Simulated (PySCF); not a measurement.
Isomers of C7H8NO (doublet state), one GFN2-xTB conformer each. Single-point energies are computed at B3LYP/pcH-1 (PySCF, gas phase, no added dispersion term), electronic only. GFN2-xTB treats the open shell by occupation alone, and not every SCF solution was tested for stability.

```
           SMILES  GFN2-xTB relative energy (kcal/mol)
 C=[C]C(=O)NCC#CC                                  0.0
C#CC(=O)[N]CC1CC1                                  0.3
```

Conformers: `[CH2:1]=[C:2][C:3](=[O:4])[NH:5][CH2:6][C:7]#[C:8][CH3:9]` (doublet state) with C1–C2–C3–O4 72°, C2–C3–N5–C6 170°, C3–N5–C6–C7 -111°; `[CH:1]#[C:2][C:3](=[O:4])[N:5][CH2:6][CH:7]1[CH2:8][CH2:9]1` (doublet state) with C2–C3–N5–C6 180°, C3–N5–C6–C7 -55°, N5–C6–C7–C8 -85°.

Q: What does B3LYP/pcH-1 give for the same structures?

A: 
```
           SMILES  B3LYP/pcH-1 E (Eh)  B3LYP/pcH-1 (kcal/mol)  GFN2-xTB (kcal/mol)  point group
 C=[C]C(=O)NCC#CC          -401.41745                     0.0                  0.0           C1
C#CC(=O)[N]CC1CC1          -401.38492                    20.4                  0.3           C1
```

Both levels put the same isomer lowest. As drawn, the lower has an N–H bond, which the higher lacks; the higher has a three-membered ring, which the lower lacks.
